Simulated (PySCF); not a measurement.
```xyz
3
charge 0 multiplicity 5, angstrom
Os   -0.4991    0.0000   -0.3871
N    -1.9768    0.0000    0.4382
Br    1.5641    0.0000    0.8623
```

These are results of PySCF, UPBE0, basis Os def2-SVP with ECP60, N def2-SVP, Br def2-SVP (scalar-relativistic core potentials, no spin–orbit coupling, density fitting), not measurements.

This geometry of BrOsN is a stationary point at this level.

(1) What is the point group?

(2) Is it a minimum?

(3) Which band is strongest in the infrared?

(4) What are the dipole moment and the gap between the highest occupied and lowest empty levels of either spin?

Results:

(1) Cs.

(2) Yes: all harmonic wavenumbers are real.

(3) 1019 cm⁻¹ (a'), 24 km/mol.

(4) 2.27 D and 1.79 eV.

Other isomers or separated fragments may lie lower. Other spin states or occupations of the open shell can lie lower. At this level a triplet minimum of Cs symmetry lies 130 kJ/mol below this structure. With an element this heavy the missing spin–orbit coupling can shift these numbers.
